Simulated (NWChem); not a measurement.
Species: SiHOI, singlet; SMILES [Si](O)I

```xyz
4

Si     0.6686     1.5701     0.0000
I     -0.0360    -0.8225     0.0000
O     -0.8303     2.2939     0.0000
H     -0.8107     3.2597     0.0000
```
Atoms are numbered in this order, from 1.

Low-valent species are run as closed-shell singlets; no triplet was tried in these runs. Coordinates come from a PBE0/def2-SVP optimisation. def2 effective core potentials on I; no spin-orbit coupling.

Symmetry labels are those of Cs in the frame above (b1 and b2, or b-type labels, depend on it).

Question: List the 6 lowest vertical singlet excitations from PBE0/def2-SVPD with def2 effective core potentials on I, TDA (NWChem).

Answer: 
| state | energy (eV) | oscillator strength | symmetry | leading excitation (squared amplitude) |
|---|---|---|---|---|
| S1 | 3.67 | 0.018 | a" | HOMO → LUMO (0.93) |
| S2 | 4.08 | 0.010 | a" | HOMO−1 → LUMO (0.94) |
| S3 | 4.52 | 0.014 | a' | HOMO−2 → LUMO (0.87) |
| S4 | 5.68 | 0.148 | a' | HOMO → LUMO+1 (0.51) |
| S5 | 5.92 | 0.004 | a" | HOMO−2 → LUMO+1 (0.95) |
| S6 | 5.92 | 0.063 | a' | HOMO → LUMO+2 (0.55) |
